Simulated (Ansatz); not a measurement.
CH8OSi2, SMILES `C[SiH](O)[SiH3]`. Charge 0, multiplicity 1. All single points use the PBE0-D4/def2-TZVP geometry. It is one conformer, not always the lowest.

```xyz
12

C     1.506    0.435    0.711
Si   -0.340    0.355    0.432
O    -1.102   -0.581    1.568
Si   -0.855   -0.613   -1.637
H     1.953   -0.562    0.680
H     1.739    0.884    1.680
H     1.980    1.046   -0.062
H    -0.874    1.751    0.481
H    -1.130   -0.253    2.468
H    -0.321   -2.000   -1.723
H    -0.230    0.190   -2.726
H    -2.324   -0.652   -1.870
```

**Question.** What is the dipole moment at B3LYP/def2-TZVPP? (An estimate is asked.)

**Answer.** The calculation gave: 1.87 D, with components (0.94, 0.88, 1.35) D in this frame, pointing from negative to positive charge.

**Question.** And with PBE, r2SCAN, ωB97M-V? (Estimate.)

**Answer.** The calculation gave: PBE 1.85 D, r2SCAN 1.88 D, ωB97M-V 1.88 D.

**Question.** Give the Mulliken charges with B3LYP, r2SCAN, PBE in def2-TZVPP. (An estimate is asked.)

**Answer.** Ansatz gave: 
```
atom  B3LYP  r2SCAN    PBE
  C1  -0.39   -0.31  -0.38
 Si2   0.48    0.49   0.40
  O3  -0.40   -0.42  -0.36
 Si4   0.13    0.15   0.08
  H5   0.11    0.08   0.11
  H6   0.09    0.07   0.10
  H7   0.10    0.08   0.11
  H8  -0.12   -0.12  -0.11
  H9   0.18    0.19   0.18
 H10  -0.06   -0.07  -0.05
 H11  -0.07   -0.07  -0.05
 H12  -0.06   -0.06  -0.04
```

B3LYP here is the variant with VWN-RPA as its local correlation; programs differ in this.
